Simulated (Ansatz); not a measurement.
A nudged elastic band was laid between two geometries of CH4BClSSi (9 atoms, charge 0, multiplicity 1).

Theory: UKS PBE/def2-SVP (Ansatz 0.2.0).

| Quantity | Value |
| --- | --- |
| movable images | 7 |
| climbing image | yes |
| spring | 5.0 eV/Å² |
| optimiser | quadratic models (default) |
| start path | through a guess of the saddle point |
| force threshold | 0.05 eV/Å |
| iteration limit | 60 |
| end points | relaxed |

Image 0:

```xyz
9
Properties=species:S:1:pos:R:3
B 1.649 0.595 -0.221
C 0.214 0.074 -0.417
S 0.580 0.133 -2.039
Si -1.375 -0.532 0.391
Cl -1.487 0.174 2.338
H 2.541 -0.202 0.014
H 1.833 1.792 -0.089
H -1.312 -2.032 0.401
H -2.556 -0.048 -0.394
```

Image 8:

```xyz
9
Properties=species:S:1:pos:R:3
B 1.411 0.994 -0.120
C 0.544 -0.223 -0.519
S 0.548 1.348 -1.608
Si -1.054 -0.668 0.365
Cl -1.635 0.953 1.545
H 1.047 -1.089 -0.998
H 2.208 1.465 0.648
H -0.805 -1.852 1.257
H -2.174 -0.974 -0.588
```

(1) Which bonds break or form, and what moves?

(2) What energy profile does the band end with?

(3) What is the geometry of the highest image?

Results:

(1) Bonds broken: B1–H6. Bonds formed: C2–H6.

(2) The forces met the threshold. The highest image is number 4 of 0 to 8, 23.5 kcal/mol above the first end and 48.4 kcal/mol above the last; the last end lies 24.9 kcal/mol below the first. Neighbouring images differ by up to 1.3 eV, so the band resolves the path poorly. A vibrational analysis at the climbing image gives one clearly imaginary mode, 1040i cm⁻¹, and a faint second one (14i cm⁻¹) that may be numerical noise or a soft torsion: probably a first-order saddle point. The orbitals stay closed-shell, which can raise the energy where a bond breaks towards radicals; this wasn't checked here.

| image | path coordinate (Å) | energy (kcal/mol) | B1–H6 (Å) | C2–H6 (Å) |
| --- | --- | --- | --- | --- |
| 0 | 0.00 | 0.0 | 1.22 | 2.38 |
| 1 | 0.79 | 0.1 | 1.22 | 2.38 |
| 2 | 1.57 | 0.4 | 1.22 | 2.38 |
| 3 | 2.36 | 3.2 | 1.22 | 2.23 |
| 4 | 3.14 | 23.5 | 1.36 | 1.55 |
| 5 | 3.64 | -6.7 | 1.75 | 1.16 |
| 6 | 4.13 | -20.8 | 2.13 | 1.11 |
| 7 | 4.63 | -24.2 | 2.25 | 1.11 |
| 8 | 5.13 | -24.9 | 2.29 | 1.11 |

(3) 
```xyz
9
Properties=species:S:1:pos:R:3
B 1.589 0.755 -0.397
C 0.213 0.291 -0.350
S 0.311 1.220 -1.852
Si -1.204 -0.648 0.461
Cl -1.903 0.539 2.011
H 1.475 -0.595 -0.475
H 2.592 1.199 0.096
H -0.677 -1.940 1.012
H -2.309 -0.867 -0.524
```

Time of the run: 3.9 min on 2 threads of Intel(R) Xeon(R) Platinum 8488C (Sapphire Rapids), on a shared host, peak memory 0.27 GiB.
